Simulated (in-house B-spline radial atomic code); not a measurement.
Results of a calculation; reference values are marked as such.
**What the choice of pseudopotential does to G0W0 on PBE0: Al⁺**

All numbers come from an all-electron radial atomic-structure program (B-spline basis), non-relativistic, configuration [Ne] 3s2, open shells at high spin. Semilocal Troullier-Martins pseudo-atoms, one channel per l, are made with PBE or LDA for several valence sets and radii, with or without a model core, and set against the all-electron atom. One channel fits only the lowest state of its l, so a second state of that l is approximate. All electrons give 3s: PBE0 -15.739 eV, G0W0 -18.979 eV, 2p: PBE0 -82.78 eV, G0W0 -90.57 eV. Potentials are made in the ion's own configuration unless the neutral atom is named, and a smooth local potential serves every l without a channel. Potentials that miss their own reference levels by more than 6 millihartree, or need radii over 3.5 bohr, are left out. Columns give pseudo minus all-electron, in eV; a dash marks a level in the core or of low weight.

```
 valence          made with   radii (bohr)  model core (bohr)  3s PBE0  3s G0W0  2p PBE0  2p G0W0
      3s  PBE, neutral atom  s 1.68 p 2.13               none    +0.01    +0.10        -        -
      3s                LDA  s 1.81 p 2.17               none    -0.20    -0.16        -        -
      3s  PBE, neutral atom  s 2.41 p 3.06               none    +0.01    +0.09        -        -
      3s  PBE, neutral atom  s 1.68 p 2.13               1.35    +0.11    +0.22        -        -
      3s  LDA, neutral atom  s 1.85 p 2.35               1.35    +0.13    +0.24        -        -
      3s  PBE, neutral atom  s 2.41 p 3.06               1.35    +0.12    +0.23        -        -
      3s  PBE, neutral atom  s 2.72 p 3.40               1.35    +0.13    +0.25        -        -
   2p 3s                LDA  s 1.81 p 0.58               none    -0.06    -0.28    +0.84    +2.65
   2p 3s  PBE, neutral atom  s 2.09 p 0.65               0.18    -0.05    -0.28    +1.94    +3.87
   2p 3s                PBE  s 2.31 p 0.74               0.18    -0.07    -0.31    +2.00    +4.01
2s 2p 3s  LDA, neutral atom  s 0.40 p 0.52               none    -0.01    -0.04    -0.27    +0.06
2s 2p 3s  PBE, neutral atom  s 0.40 p 0.52               0.18    -0.02    -0.06    +0.19    +0.52
2s 2p 3s  LDA, neutral atom  s 0.50 p 0.65               0.18    +0.01    -0.03    +0.07    +0.39
2s 2p 3s  LDA, neutral atom  s 0.57 p 0.74               0.18    +0.01    -0.02    +0.06    +0.37
```

How does the G0W0 shift of 3s, which all sets hold, depend on the valence set?

Mean size: 2s 2p 3s: 0.04 eV; 3s: 0.19 eV; 2p 3s: 0.29 eV. A larger valence set can do worse when it takes only part of a shell, whose exchange with the frozen rest is then left to the functional. The means mix radii and the functional used in making the potentials.
